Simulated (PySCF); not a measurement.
Calculation: PySCF with B3LYP-D3(BJ)/def2-SVP // PBE0-D4/def2-SVP. Gas-phase values, no solvent. One relaxed conformer stands for a flexible species; it need not be the lowest. B3LYP has the VWN-RPA correlation part, as in Gaussian. Delta-SCF ions had no search for a lower state. Excitations are Tamm–Dancoff values on a coarser integration grid. The basis has no diffuse functions, so Rydberg states are missing or too high.

Reference species (SMILES): `c12c(c3c(cccc3)cc1)ccc(c2)S` (H–S–C–C torsion 0°) (neutral, multiplicity 1).

```
Quantity                                  Value
--------------------------------------  -------
vertical ionisation energy (Delta-SCF)  7.42 eV
S1 excitation (TDA)                     3.79 eV
HOMO–LUMO gap                           4.45 eV
S1–T1 gap (TDA)                         0.77 eV
```

Changed species: `Sc1cc2ccccc2c2ccccc12` (H–S–C–C torsion 128°).

Q: What does the change do to the vertical ionisation energy (Delta-SCF), S1 excitation (TDA), HOMO–LUMO gap and S1–T1 gap (TDA)?

A: the vertical ionisation energy (Delta-SCF) rises by 0.13 eV, to 7.55 eV; the S1 excitation (TDA) increases by 0.12 eV, to 3.91 eV; the HOMO–LUMO gap is nearly the same; the S1–T1 gap (TDA) increases by 0.19 eV, to 0.96 eV.
